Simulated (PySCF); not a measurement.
Some computed properties have been withheld. Give your best values.

Compound: C4H12GeO4.
Bonds: C1–O2, O2–Ge3, Ge3–O4, O4–C5, Ge3–O6, O6–C7, Ge3–O8, O8–C9. Hydrogens: H10, H11, H12 on C1; H13, H14, H15 on C5; H16, H17, H18 on C7; H19, H20, H21 on C9.

Conformer (atom-mapped SMILES and torsion angles): `[CH3:1][O:2][Ge:3]([O:4][CH3:5])([O:6][CH3:7])[O:8][CH3:9]`: C1–O2–Ge3–O4 -74°, O2–Ge3–O4–C5 -76°, O2–Ge3–O6–C7 -167°, O2–Ge3–O8–C9 -46°.

```csv
property,level,value
"rotational constants A, B, C",PBE0-D3(BJ)/def2-SVP,"1.109, 1.101, 1.079 GHz"
dipole moment,wB97X-D/def2-SVPD,?
HOMO energy,wB97X-D/def2-SVPD,-10.06 eV
LUMO energy,wB97X-D/def2-SVPD,1.73 eV
lowest singlet excitation,TDDFT wB97X-D/def2-SVPD,"7.23 eV (172 nm, f = 0.013)"
strongest line among the 10 lowest singlet transitions,TDDFT wB97X-D/def2-SVPD,"S5/S6 at 8.06 eV (154 nm, f = 0.050 summed over these states)"
lowest triplet excitation (Tamm–Dancoff),TDA wB97X-D/def2-SVPD,6.83 eV
static isotropic polarisability,wB97X-D/def2-SVPD,91.3 au
vertical ionisation energy,ΔSCF wB97X-D/def2-SVPD,10.18 eV
electronic spatial extent ⟨r²⟩ about the centre of nuclear charge,wB97X-D/def2-SVPD,?
13C chemical shifts (computed TMS as zero) by class,GIAO B3LYP/pcSseg-1,55.1 (C1/C5/C7/C9) ppm
1H chemical shifts (computed TMS as zero) by class,GIAO B3LYP/pcSseg-1,3.73 (H10/H11/H12/H13/H14/H15/H16/H17/H18/H19/H20/H21) ppm
"isotropic shieldings of nuclei other than C and H, by class",GIAO B3LYP/pcSseg-1,"309 (O2/O4/O6/O8), 1353 (Ge3) ppm"
core binding energies,"ΔSCF SCAN, pcX-2 on the ionised atom, pcseg-1 elsewhere, spin-free X2C",?
```

The electronic properties come from PySCF, for the isolated species, density fitting. Isolated species at its PBE0-D3(BJ)/def2-SVP geometry (one conformer only). The calculation (core ionisation apart) is non-relativistic and has no spin–orbit coupling, an omission that weighs most on germanium. Atoms bound to Ge lack the heavy atom's spin–orbit term in their shielding, so their NMR values are less reliable. NMR classes are plain means over equivalent atoms (diastereotopic ones count apart unless rotation or inversion swaps them), as if these changed places fast; in this geometry the members of some classes differ.

(1) Give the electronic spatial extent ⟨r²⟩ about the centre of nuclear charge.

(2) What are the core binding energies?

(3) Give the dipole moment.

Answers

(1) 1604 bohr².

(2) C1s 292.1 (C1/C5/C7/C9), O1s 537.7 (O2/O4/O6/O8) eV.

(3) 0.07 D.

In wavenumbers S1 is 58300 cm⁻¹ (1 eV = 8065.54 cm⁻¹). The rotational constants are those of a nearly oblate symmetric top. With B = h/(8π²I), that is 505.379 GHz u Å² over I, the principal moments of inertia are 455.5, 459.2 and 468.3 u Å² (most abundant isotopes). The polarisability is 13.53 Å³ as a volume (1 au = 0.148185 Å³), or 0.91 au for each of the 100 electrons.
